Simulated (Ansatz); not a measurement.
Consider the formal exchange of groups at the Sn–C bond: `F[SiH2][CH](F)[SnH3]` + SiH₄ → `[SiH3][SnH3]` + `FC[SiH2]F`.

Program: Ansatz. Geometries: PBE0-D4/def2-TZVP. ΔE: electronic, gas phase. CCSD(T)/CBS is the MP2 limit (def2-TZVPP, def2-QZVPP) plus CCSD(T) − MP2 in def2-TZVPP, frozen cores. This one scheme is used for every species. DFT in def2-TZVPP. B3LYP here is the variant with VWN-RPA as its local correlation; programs differ in this. Elements past krypton have def2 core potentials. For Sn outer-core shells are correlated without core-valence functions, which leaves a few kJ/mol of doubt a bond. Each species was taken in one conformer, which may not be the lowest.

`F[SiH2][CH](F)[SnH3]`:

Z-matrix (Å, degrees):
```
Si
C 1 1.876
F 1 1.604 2 106.3
H 1 1.481 2 109.8 3 -117.5
H 1 1.483 2 113.2 3 118.1
Sn 2 2.183 1 113.6 3 49.6
F 2 1.404 1 108.2 3 170.5
H 2 1.096 1 111.5 3 -71.4
H 6 1.705 2 109.1 1 40.7
H 6 1.704 2 109.1 1 -80.0
H 6 1.704 2 107.0 1 160.2
```

SiH₄:

Z-matrix (Å, degrees):
```
Si
H 1 1.485
H 1 1.485 2 109.5
H 1 1.485 2 109.5 3 -120.0
H 1 1.485 2 109.5 3 120.0
```

`[SiH3][SnH3]`:

Cartesian coordinates in Å:
```
Si 0.433 0.231 -1.220
Sn -0.410 -0.218 1.156
H 1.909 0.068 -1.279
H 0.087 1.616 -1.635
H -0.192 -0.724 -2.174
H -0.031 -1.811 1.640
H -2.104 -0.023 1.244
H 0.309 0.861 2.267
```

`FC[SiH2]F`:

```xyz
8

F    -0.377   -1.251    1.437
C    -0.782   -0.421    0.400
Si    0.692    0.396   -0.438
F     1.356    1.461    0.551
H    -1.472    0.327    0.806
H    -1.340   -1.022   -0.328
H     0.202    1.119   -1.639
H     1.720   -0.610   -0.790
```

```json
{"level": "PBE-D4", "ΔE (kcal/mol)": "-13.9", "difference from CCSD(T)/CBS": "-1.8"}
{"level": "r2SCAN-D4", "ΔE (kcal/mol)": "-13.3", "difference from CCSD(T)/CBS": "-1.2"}
{"level": "PBE0-D4", "ΔE (kcal/mol)": "-14.6", "difference from CCSD(T)/CBS": "-2.5"}
{"level": "B3LYP-D4", "ΔE (kcal/mol)": "-12.5", "difference from CCSD(T)/CBS": "-0.4"}
{"level": "ωB97X-V", "ΔE (kcal/mol)": "-12.5", "difference from CCSD(T)/CBS": "-0.4"}
{"level": "ωB97M-V", "ΔE (kcal/mol)": "-12.2", "difference from CCSD(T)/CBS": "-0.1"}
{"level": "B2PLYP", "ΔE (kcal/mol)": "-12.8", "difference from CCSD(T)/CBS": "-0.7"}
{"level": "PBE", "ΔE (kcal/mol)": "-14.7", "difference from CCSD(T)/CBS": "-2.6"}
{"level": "r2SCAN", "ΔE (kcal/mol)": "-13.5", "difference from CCSD(T)/CBS": "-1.4"}
{"level": "PBE0", "ΔE (kcal/mol)": "-15.4", "difference from CCSD(T)/CBS": "-3.3"}
{"level": "B3LYP", "ΔE (kcal/mol)": "-13.9", "difference from CCSD(T)/CBS": "-1.8"}
{"level": "HF/def2-TZVPP", "ΔE (kcal/mol)": "-14.2", "difference from CCSD(T)/CBS": "-2.1"}
{"level": "MP2/def2-TZVPP", "ΔE (kcal/mol)": "-11.6", "difference from CCSD(T)/CBS": "0.5"}
{"level": "SCS-MP2/def2-TZVPP", "ΔE (kcal/mol)": "-11.2", "difference from CCSD(T)/CBS": "0.9"}
{"level": "CCSD/def2-TZVPP", "ΔE (kcal/mol)": "-12.4", "difference from CCSD(T)/CBS": "-0.3"}
{"level": "CCSD(T)/def2-TZVPP", "ΔE (kcal/mol)": "-11.8", "difference from CCSD(T)/CBS": "0.3"}
{"level": "HF/def2-QZVPP", "ΔE (kcal/mol)": "-14.2", "difference from CCSD(T)/CBS": "-2.1"}
{"level": "MP2/def2-QZVPP", "ΔE (kcal/mol)": "-11.7", "difference from CCSD(T)/CBS": "0.4"}
{"level": "SCS-MP2/def2-QZVPP", "ΔE (kcal/mol)": "-11.5", "difference from CCSD(T)/CBS": "0.6"}
{"level": "HF/CBS(def2)", "ΔE (kcal/mol)": "-14.2", "difference from CCSD(T)/CBS": "-2.1"}
{"level": "MP2/CBS(def2)", "ΔE (kcal/mol)": "-11.9", "difference from CCSD(T)/CBS": "0.2"}
{"level": "CCSD/CBS(def2)", "ΔE (kcal/mol)": "-12.7", "difference from CCSD(T)/CBS": "-0.6"}
{"level": "CCSD(T)/CBS", "ΔE (kcal/mol)": "-12.1", "difference from CCSD(T)/CBS": "0"}
```

Largest T1 diagnostic among the species: 0.013.

In def2-TZVPP, CCSD(T) changes the Hartree–Fock value by +2.5 kcal/mol (the triples alone add +0.6 kcal/mol) and MP2 by +2.7 kcal/mol. The D4 term adds +1.4 kcal/mol with B3LYP and +0.8 kcal/mol with PBE0; it sums over pairs of atoms, weighted by their polarisabilities, and B3LYP, whose exchange is more repulsive, gets the larger term.
